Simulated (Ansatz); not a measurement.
A structure relaxed at PBE-D4/def2-SVP in Ansatz, charge 0, singlet:

Cartesian coordinates in Å:
```
Ti -0.401 0.276 -0.410
O -0.001 1.864 -0.326
O -2.169 -0.068 -0.774
O 0.744 -0.771 1.112
O -1.834 -0.379 0.609
H 1.293 0.619 -1.668
H 1.116 -0.178 1.795
H -0.030 -1.218 1.528
H 1.282 -0.145 -1.865
```

Question: Give its formula.

Answer: the cluster TiO₄H₄.

Question: Summarise the bond lengths by kind (pairs closer than 1.2 times the sum of covalent radii, bridged metal pairs left out).

Answer: 4 × O–Ti 1.64 to 2.17 Å; 1 × O–O 1.46 Å; 2 × H–O 0.98 to 0.99 Å; 2 × H–Ti 2.14 to 2.26 Å. The metal has 6 neighbours: O 1.64 Å, O 1.84 Å, O 2.17 Å, O 1.88 Å, H 2.14 Å, H 2.26 Å.

The structure holds one bond between oxygen atoms, so isomers without such links may lie far lower. In the singlet, H6 and H9 lie 0.79 Å apart (atoms count from 1), so H2 has formed as a molecule. Another isomer (singlet) lies 1.25 eV lower at PBE0-D4/def2-TZVP; other spin states weren't run for this one.
